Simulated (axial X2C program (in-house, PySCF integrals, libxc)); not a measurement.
## Which molecule has these constants?

All values come from calculations with an in-house all-electron X2C program for linear molecules (integrals from PySCF), spin-free (one-electron X2C) or two-component (2c: spin–orbit coupling with atomic mean-field Coulomb and Gaunt terms, which also bring small scalar terms), in Dyall basis sets with cores contracted in-house; open shells are unrestricted.

A two-component PBE0 calculation in a Dyall 3-zeta basis gave Re = 3.149 Å, ωe = 190.6 cm⁻¹, Ω = 1/2.

Question: Which molecule is it?
A. KB⁻
B. RbB⁻
C. NaB⁻

Answer: B. The others have NaB⁻ 2.462 Å and 299.4 cm⁻¹ (Ω = 3/2); KB⁻ 3.015 Å and 211.9 cm⁻¹ (Ω = 1/2).

Each entry is the lowest single determinant of a limited PBE0 search at one distance. De goes to single-determinant-based atoms at the same level (for ions the charge split of lowest energy) and is withheld (n/a) where an atom does not fit its ground term or J level. Main or longest-lived isotopes. One determinant is a doubtful description, or other states lie close, for RbB⁻, NaB⁻, KB⁻; these need not be ground states, and all values refer to the states named. With several unpaired electrons the Ω given is that of one determinant, not necessarily of the lowest component. The functionals have no current term, which raises determinants with orbital currents.
